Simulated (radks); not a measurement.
Charge is removed step by step from the 3d level of the scandium ion Sc2+, starting from [Ar] 3d1. All-electron calculation, non-relativistic Kohn-Sham, r2SCAN, spin-unpolarised, spherical densities, point nucleus; meta-GGA in the generalised Kohn-Sham scheme. Program: a radial shooting solver on a logarithmic mesh with Libxc functionals.

| removed (e) | E - E(0) (eV) | eigenvalue (eV) | E minus straight line (eV) |
|---|---|---|---|
| 0 | 0.000 | -17.424 | 0.000 |
| 0.1 | 1.807 | -18.716 | -0.624 |
| 0.2 | 3.744 | -20.040 | -1.117 |
| 0.3 | 5.816 | -21.395 | -1.476 |
| 0.4 | 8.024 | -22.779 | -1.697 |
| 0.5 | 10.373 | -24.191 | -1.780 |
| 0.6 | 12.864 | -25.631 | -1.719 |
| 0.7 | 15.500 | -27.097 | -1.513 |
| 0.8 | 18.284 | -28.587 | -1.160 |
| 0.9 | 21.218 | -30.101 | -0.656 |
| 1 | 24.305 | -31.636 | 0.000 |

Removing the whole electron costs 24.305 eV by Delta-SCF, against 17.424 eV from minus the eigenvalue at the starting occupation. Slater's transition state (half an electron removed) gives 24.191 eV. Integrating minus the eigenvalue over the occupation (Janak's theorem) gives 24.305 eV. The mean slope of the eigenvalue, de/dn, is 14.2 eV per electron. Ionisation energy of Sc2+ in the NIST Atomic Spectra Database: 24.757 eV (measured).

Beside tabulated values, note that spin-unpolarised runs miss the spin-polarisation part of the exchange energy of open shells.
